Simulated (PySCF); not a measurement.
A side-by-side comparison of computed properties.

First species: C2H6O3S.
SMILES: `COS(=O)OC`

Second species: C6H7NS.
SMILES: `C/N=C/C1=CC=CS1`

Levels: wB97X-D/def2-SVPD for dipole moment, HOMO energy, LUMO energy, HOMO–LUMO gap, static isotropic polarisability and electronic spatial extent ⟨r²⟩ about the centre of nuclear charge; TDDFT wB97X-D/def2-SVPD for lowest singlet excitation; TDA wB97X-D/def2-SVPD for lowest triplet excitation (Tamm–Dancoff); GFN2-xTB for rotational constant A and rotational constant C. Geometries: GFN2-xTB. All species are isolated and taken at one optimised geometry, non-relativistic unless stated. Electronic properties by PySCF.

The conformers computed, where there is a choice (atom-mapped SMILES and torsion angles):
- `[CH3:1][O:2][S:3](=[O:4])[O:5][CH3:6]`: C1–O2–S3–O4 -15°, O2–S3–O5–C6 -96°
- `[CH3:1]/[N:2]=[CH:3]/[c:4]1[cH:5][cH:6][cH:7][s:8]1`: N2–C3–C4–C5 179°

| property | column X | column Y |
| --- | --- | --- |
| dipole moment | 1.77 D | 1.78 D |
| HOMO energy | -10.27 eV | -8.36 eV |
| LUMO energy | 1.78 eV | 0.23 eV |
| HOMO–LUMO gap | 12.05 eV | 8.59 eV |
| lowest singlet excitation | 7.18 eV | 4.58 eV |
| lowest triplet excitation (Tamm–Dancoff) | 6.18 eV | 3.07 eV |
| static isotropic polarisability | 57.6 au | 101.0 au |
| electronic spatial extent ⟨r²⟩ about the centre of nuclear charge | 669 bohr² | 1297 bohr² |
| rotational constant A | 4.578 GHz | 4.940 GHz |
| rotational constant C | 2.143 GHz | 0.879 GHz |

(1) Which column belongs to which species?

(2) How does each property change from the first species to the second?

Results:

(1) Column X is the first species and column Y the second. The first has 12 atoms and 58 electrons, the second 15 and 66.

(2) dipole moment +0.01 D; HOMO energy +1.91 eV; LUMO energy -1.55 eV; HOMO–LUMO gap -3.46 eV; lowest singlet excitation -2.60 eV; lowest triplet excitation (Tamm–Dancoff) -3.11 eV; static isotropic polarisability +43.4 au; electronic spatial extent ⟨r²⟩ about the centre of nuclear charge +628 bohr²; rotational constant A +0.362 GHz; rotational constant C -1.264 GHz.

On the first: The vertical singlet–triplet gap S1 − T1 is 1.00 eV (TDDFT singlet less Tamm–Dancoff triplet; S1: HOMO→LUMO+1, weight 0.79; T1: HOMO→LUMO+1, weight 0.83). In atomic units the dipole is 0.70 e·bohr (1 au = 2.5417 D).

On the second: The vertical singlet–triplet gap S1 − T1 is 1.51 eV (TDDFT singlet less Tamm–Dancoff triplet; S1: HOMO−2→LUMO, weight 0.90; T1: HOMO→LUMO, weight 0.93). The dipole equals about 5.9 × 10⁻³⁰ C·m (1 D = 3.33564 × 10⁻³⁰ C·m).
